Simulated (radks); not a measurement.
All-electron atom: Sn1.5+ in [Kr] 4d10 5p(up 1, down 1) 5s(up 0.25, down 0.25) (fractional occupations, a model configuration). Method: scalar-relativistic Kohn-Sham, LDA (Slater exchange, Perdew-Wang correlation), spin-polarised, spherical densities, finite nucleus; Fermi nuclear charge, rms radius 4.6519 fm; computed with a radial shooting solver on a logarithmic mesh with Libxc functionals.

Normalised radial functions P(r) = r R(r), r in bohr:

r,4d,5s
0.001784,0.0000,0.0318
0.002747,0.0000,0.0451
0.004232,0.0001,0.0622
0.006518,0.0004,0.0815
0.01004,0.0013,0.0984
0.01547,0.0044,0.1019
0.02382,0.0136,0.0739
0.03669,0.0399,-0.0024
0.05652,0.1057,-0.1124
0.08706,0.2410,-0.1678
0.1352,0.4410,-0.0366
0.2082,0.5467,0.2087
0.3207,0.2746,0.1714
0.494,-0.4223,-0.2497
0.761,-0.9909,-0.3195
1.172,-0.9048,0.2969
1.806,-0.4485,0.7662
2.781,-0.1160,0.5687
4.284,-0.0120,0.1672
6.599,-0.0003,0.0147

4d: eigenvalue -40.644 eV, 1 radial node at r = 0.388 bohr, <r> = 1.09 bohr, 90 % of the charge inside 1.69 bohr. 5s: eigenvalue -23.555 eV, 4 radial nodes at r = 0.0363, 0.144, 0.390, 0.981 bohr, <r> = 2.22 bohr, 90 % of the charge inside 3.23 bohr.
